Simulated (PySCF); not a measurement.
```xyz
3
charge 1 multiplicity 2, angstrom
Ge    0.0000   -1.1232    0.0000
Ge    1.7041    0.5616    0.0000
Ge   -1.7041    0.5616    0.0000
```

All numbers come from UPBE0 in PySCF with Ge def2-TZVP; no relativity; density-fitted integrals.

This geometry of Ge₃⁺ is a stationary point at this level.

(1) What is the point group?

(2) Is it a minimum?

(3) What are the dipole moment and the gap between the highest occupied and lowest empty levels of either spin?

(4) Give the atomic charges and bond orders.

Answers

(1) C2v.

(2) Yes: all harmonic wavenumbers are real.

(3) 0.97 D about the centre of mass and 1.96 eV.

(4) 
```
 atom  Mulliken  Löwdin  polar tensor  spin (Mulliken)  Mayer order to Ge1
  Ge1      0.10    0.11         -0.16             0.54                   –
Ge2,3      0.45    0.45          0.58             0.23                1.33
```
Other Mayer orders above 0.3: Ge–Ge 0.66.

This need not be the most stable arrangement of these atoms. At this level a doublet minimum of C2v symmetry lies 14 kJ/mol below this structure.
